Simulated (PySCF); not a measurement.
H2Te, SMILES [TeH2].

The structure is a stationary point at PBE0-D3(BJ)/def2-TZVPD. The def2 effective core potentials stand for the cores of Te; spin–orbit coupling is left out.

Level of theory: PySCF with r2SCAN/def2-TZVPD.

Isolated molecule, no solvent.

Computed frontier levels, gap, dipole moment and polarisability:
```
Quantity                                                                                                       Result
---------------------------------------------------------------------------------------------  ----------------------
highest occupied level                                                                                       -5.78 eV
lowest empty level                                                                                           -1.34 eV
orbital gap                                                                                                   4.43 eV
dipole moment                                                                                                  0.18 D
quadrupole, principal values (traceless, Buckingham form, about the centre of nuclear charge)   -4.66, 1.46, 3.19 D·Å
mean static polarisability                                                                       44.1 bohr³ (6.53 Å³)
polarisability, principal values                                                               43.1, 43.3, 45.8 bohr³
```
